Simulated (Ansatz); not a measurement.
A thermochemical cycle in electronic energies (no zero-point or thermal terms), species as SMILES, kcal/mol. Geometries: B3LYP-D3(BJ)/def2-TZVP minima from Ansatz (an electronic-structure program), one conformer each, not searched for the lowest. Valence correlation only, unless marked. UHF or UKS for open shells. No spin-orbit coupling. No relativistic terms. CBS marks a two-point X^-3 extrapolation of the correlation energy; Hartree-Fock from the larger set. Anions need diffuse functions, of which def2-TZVPD holds fewer than the aug- sets.

| step | CCSD(T)/CBS(aug-cc-pV(T+d)Z,aug-cc-pV(Q+d)Z) (Ansatz) | PBE-D3(BJ)/def2-TZVPD (Ansatz + dftd3) |
|---|---|---|
| bond energy D: F[SiH2][SiH2]F -> F[SiH][SiH2]F + H atom | 95.7 | 88.4 |
| deprotonation energy A: F[SiH2][SiH2]F → F[SiH-][SiH2]F + H+ | 365.1 | 357.5 |
| ionisation of the H atom at the same level, IE | 313.7 | 313.5 |

Find the electron affinity EA, positive where the anion is bound: F[SiH][SiH2]F + e- → F[SiH-][SiH2]F.

Breaking the bond, ionising the H atom and attaching the electron to the radical add up to the deprotonation, A = D + IE - EA. At CCSD(T)/CBS(aug-cc-pV(T+d)Z,aug-cc-pV(Q+d)Z): EA = D + IE - A = 95.7 + 313.7 - 365.1 = 44.3. At PBE-D3(BJ)/def2-TZVPD: EA = D + IE - A = 88.4 + 313.5 - 357.5 = 44.4. The functional differs from the first level by -7.3 in D, +0.1 in EA and -7.6 in A; for EA and A the gap mixes functional and basis.
